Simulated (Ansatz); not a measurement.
Stepwise reaction of `Cl[SiH2][NH][GeH2][Cl]` with hydrogen fluoride, as a gas-phase model of exchange steps in deposition or etching. ΔE in kJ/mol.

Computed with Ansatz on PBE0-D4/def2-TZVP structures; ΔE is electronic, products minus reactants. CCSD(T)/CBS is the MP2 limit (def2-TZVPP, def2-QZVPP) plus CCSD(T) − MP2 in def2-TZVPP, frozen cores. This one scheme is used for every species. DFT in def2-TZVPP. B3LYP here is the variant with VWN-RPA as its local correlation; programs differ in this. For Ge outer-core shells are correlated without core-valence functions, which leaves a few kJ/mol of doubt a bond. Scalar relativity is left out up to krypton. Each species was taken in one conformer, which may not be the lowest.

| step | reaction | PBE-D4 | B3LYP-D4 | ωB97M-V | CCSD(T)/CBS |
| --- | --- | --- | --- | --- | --- |
| 2 | `F[SiH](Cl)[NH][GeH2][Cl]` + H–F → `F[Si](F)(Cl)[NH][GeH2][Cl]` + H₂ | -123.9 | -132.6 | -133.2 | -128.8 |

Task: Give the row of step 1, `Cl[SiH2][NH][GeH2][Cl]` + H–F → `F[SiH](Cl)[NH][GeH2][Cl]` + H₂. (Best estimate.)

Result: The calculation gave: 
```tsv
step	reaction	PBE-D4	B3LYP-D4	ωB97M-V	CCSD(T)/CBS
1	`Cl[SiH2][NH][GeH2][Cl]` + H–F → `F[SiH](Cl)[NH][GeH2][Cl]` + H₂	-125.1	-133.7	-135.1	-129.8
```

Task: By hand: ΔE of the 2 steps together at CCSD(T)/CBS.

Result: (-129.8) + (-128.8) = -258.6 kJ/mol, or -129.3 kJ/mol a step.

In ΔE the steps differ by no more than 1.0 kJ/mol. All are downhill at CCSD(T)/CBS. PBE-D4 differs from CCSD(T)/CBS by 4.7 to 4.9 kJ/mol a step. Isolated molecules leave out the surface, adducts and barriers. Largest T1 diagnostic: 0.011.
